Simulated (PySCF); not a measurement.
## Ni²⁺: ionisation energy

Ni²⁺ [Ar] 3d8 (3F) → Ni³⁺ [Ar] 3d7 (4F), as a difference of total energies. Calculation: PySCF 2.14, in ANO-RCC-VTZP; scalar relativity by spin-free X2C-1e. Correlated levels: valence: [Ar] frozen; valence and next inner shell: [Ne] frozen. The calculations carry no spin-orbit coupling.

```
                                method  ionisation energy (eV)
                                   UHF                  32.612
                                   LDA                  36.268
                                   PBE                  35.810
                                  PBE0                  35.302
                                r2SCAN                  35.465
                                 HSE06                  35.305
                               wB97M-V                  35.214
                             CAM-B3LYP                  35.589
                         MP2 (valence)                  34.880
                     SCS-MP2 (valence)                  34.813
    MP2 (valence and next inner shell)                  35.387
SCS-MP2 (valence and next inner shell)                  35.148
```

A first-order spin-orbit estimate (lowest level to lowest level, LS coupling) adds -0.013 eV.

Errors of the correlated levels include the incompleteness of this basis and the frozen core.

Q: Which method comes closest to the reference value, and which is furthest?

A: The reference is 35.187 ± 0.019 eV (measured; NIST Atomic Spectra Database, ionization energies). Closest: wB97M-V (error 0.014 eV); furthest: UHF (error -2.588 eV), both after the spin-orbit estimate.
